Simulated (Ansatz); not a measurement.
The same molecule with X = F, Cl, Br. Ansatz, PBE0-D4/def2-TZVP geometries, multiplicity 2. Each molecule was computed in one conformer, which needn't be the lowest.

Elements past krypton have def2 core potentials. Scalar relativity is left out up to krypton. Spin–orbit coupling is left out; it splits and shifts lone-pair levels of the heavy atoms by tenths of an eV.

```json
{"X": "F", "molecule": "`C[CH2][In][F]`•", "mean X–In bond length / Å": "1.992", "size of the dipole moment (PBE/def2-TZVPP) / D": "3.32", "size of the dipole moment (ωB97M-V/def2-TZVPP) / D": "3.44", "size of the dipole moment (B3LYP/def2-TZVPP) / D": "3.54"}
{"X": "Br", "molecule": "`C[CH2][In][Br]`•", "mean X–In bond length / Å": "2.546", "size of the dipole moment (PBE/def2-TZVPP) / D": "3.61", "size of the dipole moment (ωB97M-V/def2-TZVPP) / D": "3.78", "size of the dipole moment (B3LYP/def2-TZVPP) / D": "3.82"}
```

**Question.** Give the row for X = Cl, `C[CH2][In][Cl]`•. (Estimate.)

**Answer.** Ansatz gave: 
| X | molecule | mean X–In bond length / Å | size of the dipole moment (PBE/def2-TZVPP) / D | size of the dipole moment (ωB97M-V/def2-TZVPP) / D | size of the dipole moment (B3LYP/def2-TZVPP) / D |
| --- | --- | --- | --- | --- | --- |
| Cl | `C[CH2][In][Cl]`• | 2.398 | 3.57 | 3.69 | 3.76 |

From F to Br the mean X–In bond length rises at each step, by 0.554 Å in all. Bonds lengthen as the atom grows down the group. Dipoles are sizes alone, and their direction can turn along the series.

B3LYP here is the variant with VWN-RPA as its local correlation; programs differ in this.
